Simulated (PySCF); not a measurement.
Ligand exchange on a metal centre used in film growth or etching (Cd Cl-Br). All species are isolated molecules in the gas phase.

Method: PBE-D3(BJ)/def2-TZVP // PBE-D3(BJ)/def2-SVP (PySCF). 

```
species                                  LUMO (eV)  charge on the central atom (Mulliken) (e)  HOMO (eV)  mean distance from the central atom to its bonded neighbours (Å)
---------------------------------------  ---------  -----------------------------------------  ---------  ----------------------------------------------------------------
0 of 2 Cl replaced by Br                       [?]                                       0.74      -7.52                                                               [?]
1 of 2 Cl replaced by Br ([Cd(Cl)(Br)])      -3.23                                       0.70      -7.28                                                               [?]
2 of 2 Cl replaced by Br ([Cd(Br)2])         -3.25                                       0.66      -7.14                                                             2.420
```

**Question.** Some entries are withheld; supply them.

**Answer.** 
- 0 of 2 Cl replaced by Br, LUMO (eV): -3.22
- 0 of 2 Cl replaced by Br, mean distance from the central atom to its bonded neighbours (Å): 2.288
- 1 of 2 Cl replaced by Br ([Cd(Cl)(Br)]), mean distance from the central atom to its bonded neighbours (Å): 2.353
